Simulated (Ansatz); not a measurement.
```yaml
crystal:
  periodic: [false, false, false]
  atoms:
    - {symbol: C, position_ang: [0.739276, -1.788485, 1.435847]}
    - {symbol: C, position_ang: [0.373649, -0.675212, 0.501887]}
    - {symbol: C, position_ang: [1.351699, -0.022563, -0.245504]}
    - {symbol: C, position_ang: [1.006868, 1.025342, -1.082348]}
    - {symbol: C, position_ang: [-0.311136, 1.439402, -1.191844]}
    - {symbol: C, position_ang: [-1.290099, 0.789162, -0.451212]}
    - {symbol: O, position_ang: [-2.600410, 1.137723, -0.512419]}
    - {symbol: C, position_ang: [-0.946778, -0.261873, 0.388631]}
    - {symbol: H, position_ang: [0.949511, -1.400844, 2.437571]}
    - {symbol: H, position_ang: [1.632481, -2.314786, 1.094874]}
    - {symbol: H, position_ang: [-0.071478, -2.513126, 1.529747]}
    - {symbol: H, position_ang: [2.385766, -0.340231, -0.171298]}
    - {symbol: H, position_ang: [1.772290, 1.527738, -1.663058]}
    - {symbol: H, position_ang: [-0.579278, 2.259070, -1.851836]}
    - {symbol: H, position_ang: [-2.703051, 1.869587, -1.126780]}
    - {symbol: H, position_ang: [-1.732312, -0.753504, 0.951843]}
basis:
  gaussian: {orbitals: LANL2DZ}
hamiltonian: {xc: {name: wB97X-V}}
accuracy: high
scf: {lower_state_search: off}
```

```sh
$ ansatz run in.yaml --threads 2 --pin off --events-out ev --progress --plain --max-ram 32768MiB --backend cpu
```

(1) How does Ansatz answer? (Best estimate.)

Results:

(1) The calculation gave: The program refused the input.
```
Error: <dir> can't be read: No such file or directory (os error 2)
```
